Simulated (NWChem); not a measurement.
Species: C3H8Si; SMILES C=C(C)[SiH3]

```xyz
12

C      1.3353     1.0631     0.0000
C      0.1137     0.5101     0.0000
C     -1.1402     1.3386     0.0000
Si    -0.0562    -1.3637     0.0000
H      2.2488     0.4602     0.0000
H      1.4704     2.1524     0.0000
H     -1.7640     1.1192     0.8830
H     -0.9169     2.4169     0.0000
H     -1.7640     1.1192    -0.8830
H      1.2957    -1.9993     0.0000
H     -0.8180    -1.8235    -1.2049
H     -0.8180    -1.8235     1.2049
```
Atoms are numbered in this order, from 1.

Program: NWChem. Pople sets run with spherical d functions. Coordinates come from a PBE0/def2-SVP optimisation. Vertical excitations in the gas phase; the lowest state need not have the same character in each row.

```
level                      lowest excitation, singlet (eV)  orbital gap (eV)
-------------------------  -------------------------------  ----------------
PBE/6-31+G*, TDA                                      5.98              5.21
B3LYP/6-31+G*, TDA                                     [?]               [?]
PBE0/6-31+G*, TDA                                     6.57              7.26
Hartree-Fock/6-31+G*, CIS                             7.32             11.62
```

Task: Some entries are withheld; supply them.

Result: 
- B3LYP/6-31+G*, TDA, lowest excitation, singlet (eV): 6.33
- B3LYP/6-31+G*, TDA, orbital gap (eV): 6.82
